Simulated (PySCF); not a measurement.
## [SnSe2]-: breathing scan

Level of theory: UB3LYP/[Sn def2-SVPD with ECP28, Se def2-SVPD], scalar-relativistic core potentials, density fitting, no spin–orbit coupling, PySCF.

Rigid scan from the doublet minimum (Sn–Se 2.482 Å (×2); Se–Sn–Se 129.8°). Coordinate: all bonds to the central atom scaled together. Energies in kJ/mol from the minimum.

| scale of all bonds to the centre | E (kJ/mol) | dipole size (D, about the centre of mass) | ⟨S²⟩ |
| --- | --- | --- | --- |
| 0.88 | 148.6 | 1.26 | 0.75 |
| 0.92 | 56.5 | 1.49 | 0.75 |
| 0.96 | 12.1 | 1.72 | 0.76 |
| 1.00 | 0.0 | 1.96 | 0.76 |
| 1.04 | 9.2 | 2.18 | 0.76 |
| 1.08 | 32.1 | 2.41 | 0.76 |
| 1.14 | 81.2 | 2.77 | 0.77 |
| 1.22 | 158.9 | 3.28 | 0.78 |
| 1.35 | 286.6 | 4.03 | 0.88 |

Spin–orbit coupling, left out here, can matter for elements this heavy.

Other isomers or separated fragments may lie lower.
